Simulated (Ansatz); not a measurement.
TeO, multiplicity 3 (the spin of the measured ground state), most abundant isotopes (15.9949 and 129.9062 u). Constants from fifth-degree fits in 1/R to seven points on the lowest solution found; no spin–orbit coupling, no relativity up to Kr; ω_e x_e and α_e move by some per cent with the fit.

Correlated levels freeze the inner cores; with def2 sets outer-core shells near the valence are correlated too.

Codes used: Ansatz (Gaussian basis) for Hartree–Fock, density functionals and correlated methods. Each number belongs to the level named beside it. In def2 rows elements past Kr take small-core potentials, without spin–orbit coupling.

Total energies (hartree; each atom in its lowest state at that level) and vibrational constants (cm⁻¹):

| level | E(TeO) at r_e | E(O) | E(Te) | ω_e | ω_e x_e |
|---|---|---|---|---|---|
| PBE/def2-TZVPP | -343.159232 | -75.009672 | -267.973098 | 783 | 3.4 |
| B3LYP/def2-TZVPP | -343.321419 | -75.096275 | -268.073869 | 816 | 3.4 |
| wB97M-V/def2-TZVPP | -343.180422 | -75.077171 | -267.959266 | 876 | 3.1 |
| CCSD(T)/def2-QZVPP | -342.689973 | -74.994067 | -267.546964 | 827 | 3.0 |

Question: Work out D_e and D₀ in eV.

Answer: 
D_e = E(O) + E(Te) − E(molecule), times 27.2114 eV; D₀ = D_e − (ω_e/2 − ω_e x_e/4)/8065.54.
- PBE/def2-TZVPP: D_e = 4.802, zero point 0.048, D₀ = 4.753 eV
- B3LYP/def2-TZVPP: D_e = 4.116, zero point 0.050, D₀ = 4.066 eV
- wB97M-V/def2-TZVPP: D_e = 3.918, zero point 0.054, D₀ = 3.864 eV
- CCSD(T)/def2-QZVPP: D_e = 4.053, zero point 0.051, D₀ = 4.002 eV
No counterpoise correction is made.

Ansatz is a program for electronic structure.
